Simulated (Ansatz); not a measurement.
Ansatz (an electronic-structure program) input (BLYP/def2-TZVPD):

Ansatz 0.2 input:
```yaml
crystal:
  periodic: [false, false, false]
  atoms:
    - {symbol: Te, position_ang: [-0.00000000, -0.00000000, -0.03158065]}
    - {symbol: H, position_ang: [0.00000000, 0.00000000, 1.64219355]}
basis:
  gaussian:
    orbitals: def2-TZVPD
hamiltonian:
  xc: {name: BLYP}
total_charge: -1
output: {forces: true}
```

End of the output:

```
integrals: 0.01 GiB planned
500 factors; their error is unknown
mean field: 0.13 GiB planned
mean field evaluation 1: about -7308.2204 eV, gradient 2.3e1 eV
mean field evaluation 2: about -7306.3796 eV, gradient 3.5e1 eV
mean field evaluation 4: about -7309.5813 eV, gradient 1.9e0 eV
mean field evaluation 8: about -7309.5847 eV, gradient 1.5e-2 eV
mean field -7309.58472481 eV, -268.6222840223 hartree, gradient 4.6e-6 eV, S^2 0.000000; 0 other end points of the search recorded, 0 dependent functions left out
the calculation of the forces begins
reference -7309.58494613 eV, -268.6222921557 hartree; 13, 13 occupied and 55, 55 virtual orbitals, 500 factors
Total energy: -7309.58494613 eV, -268.6222921557 hartree
Atom 0 at    -0.000000    -0.000000    -0.031581 Å, force     0.000000     0.000000    -0.205980 eV/Å
Atom 1 at     0.000000     0.000000     1.642194 Å, force    -0.000000    -0.000000     0.205980 eV/Å
Dipole moment:     0.000000    -0.000000    -0.075721 e Å
```

Whether it binds its extra electron was not tested at this geometry.
